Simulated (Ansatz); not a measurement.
Geometry optimisation, RKS PBE0-D4/STO-3G in Ansatz 0.2.0.

input.yaml

```yaml
crystal:
  periodic: [false, false, false]
  atoms:
    - { symbol: B, position_ang: [-1.3424, 1.0718, 0.667] }
    - { symbol: S, position_ang: [0.3731, 1.148, -0.0024] }
    - { symbol: C, position_ang: [0.5014, -0.6609, -0.0639] }
    - { symbol: S, position_ang: [2.2589, -1.097, -0.6644] }
    - { symbol: H, position_ang: [-2.298, 1.0861, -0.1159] }
    - { symbol: H, position_ang: [-1.5879, 1.1197, 1.8183] }
    - { symbol: H, position_ang: [-0.2051, -1.0953, -0.7227] }
    - { symbol: H, position_ang: [0.4469, -1.0641, 0.964] }
    - { symbol: H, position_ang: [1.9417, -0.5546, -1.8972] }
basis:
  gaussian: { orbitals: STO-3G }
hamiltonian:
  xc: pbe0
  dispersion: d4
relax:
  f_tol: 0.02
  max_steps: 50
```

Command:

```bash
$ ansatz run input.yaml --threads 1 --pin off --max-ram 2048MiB --backend cpu --events-out ev --progress --plain --runs-dir out
```

Q: Where does it end, and by what steps?

A: It converged. Limits of this set-up: minimal basis. After 36 steps the energy has fallen by 1.742 eV; S2 moved furthest, 1.59 Å.

```json
{"step": "0", "energy less start (eV)": "0.0000", "largest force component (eV/Å)": "3.794", "accepted": "yes"}
{"step": "2", "energy less start (eV)": "-0.3087", "largest force component (eV/Å)": "0.463", "accepted": "yes"}
{"step": "4", "energy less start (eV)": "-0.7834", "largest force component (eV/Å)": "1.076", "accepted": "yes"}
{"step": "6", "energy less start (eV)": "-1.3420", "largest force component (eV/Å)": "0.854", "accepted": "yes"}
{"step": "8", "energy less start (eV)": "-1.6377", "largest force component (eV/Å)": "0.376", "accepted": "yes"}
{"step": "10", "energy less start (eV)": "-1.6930", "largest force component (eV/Å)": "0.195", "accepted": "yes"}
{"step": "12", "energy less start (eV)": "-1.6946", "largest force component (eV/Å)": "0.278", "accepted": "yes"}
{"step": "14", "energy less start (eV)": "-1.6992", "largest force component (eV/Å)": "0.378", "accepted": "yes"}
{"step": "16", "energy less start (eV)": "-1.7096", "largest force component (eV/Å)": "0.042", "accepted": "yes"}
{"step": "18", "energy less start (eV)": "-1.7074", "largest force component (eV/Å)": "0.132", "accepted": "no"}
{"step": "20", "energy less start (eV)": "-1.7155", "largest force component (eV/Å)": "0.148", "accepted": "yes"}
{"step": "22", "energy less start (eV)": "-1.7130", "largest force component (eV/Å)": "0.361", "accepted": "no"}
{"step": "24", "energy less start (eV)": "-1.7243", "largest force component (eV/Å)": "0.058", "accepted": "yes"}
{"step": "26", "energy less start (eV)": "-1.7304", "largest force component (eV/Å)": "0.158", "accepted": "yes"}
{"step": "28", "energy less start (eV)": "-1.7350", "largest force component (eV/Å)": "0.214", "accepted": "yes"}
{"step": "30", "energy less start (eV)": "-1.7311", "largest force component (eV/Å)": "0.168", "accepted": "no"}
{"step": "32", "energy less start (eV)": "-1.7405", "largest force component (eV/Å)": "0.047", "accepted": "yes"}
{"step": "34", "energy less start (eV)": "-1.7413", "largest force component (eV/Å)": "0.121", "accepted": "yes"}
{"step": "36", "energy less start (eV)": "-1.7420", "largest force component (eV/Å)": "0.013", "accepted": "yes"}
```

```xyz
9
Properties=species:S:1:pos:R:3
B -1.079 1.209 0.421
S 0.103 0.366 1.352
C 0.600 -1.001 0.215
S 1.773 -0.578 -1.095
H -1.380 0.863 -0.653
H -1.581 2.146 0.902
H -0.313 -1.452 -0.204
H 1.086 -1.762 0.842
H 0.879 0.162 -1.798
```

Whether the end is a true minimum wasn't checked by a vibrational analysis.

Run time: 88 s on 1 thread of Intel(R) Xeon(R) Platinum 8488C (Sapphire Rapids), with other jobs on the host, peak memory 0.14 GiB.
